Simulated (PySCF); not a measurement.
**Ionisation energy of Hg⁶⁴⁺ by level of theory**

Hg⁶⁴⁺ [Ne] 3s2 3p4 (3P) → Hg⁶⁵⁺ [Ne] 3s2 3p3 (4S), as a difference of total energies. Computed with PySCF 2.14 in an uncontracted even-tempered set (17 s from 18 bohr⁻², ratio 2.5; 12 p from 23 bohr⁻², ratio 2.5; 4 d from 95 bohr⁻², ratio 2.7; 4 f from 140 bohr⁻², ratio 2.7), with the spin-free X2C one-electron Hamiltonian (Gaussian nucleus). Correlated levels: outer shells: 1s2 frozen; virtual orbitals above 40 to 60 times the deepest correlated orbital energy dropped. The calculations carry no spin-orbit coupling.

| method | ionisation energy (eV) |
| --- | --- |
| UHF | 7354.3 |
| MP2 (outer shells) | 7355.6 |
| SCS-MP2 (outer shells) | 7355.6 |
| CCSD (outer shells) | 7355.6 |
| CCSD(T) (outer shells) | 7355.6 |

Spin-orbit coupling is strong in these open shells (close to jj coupling). The scalar numbers leave it out and a first-order estimate fails, so it can dominate the gap to the real levels.

The ground level that NIST lists for one species does not belong to the high-spin term computed here, so part of any gap is the choice of state.

Breit and QED terms and the two-electron picture change are absent.

For comparison: 7211 ± 24 eV (theoretical estimate listed by NIST; NIST Atomic Spectra Database, ionization energies).
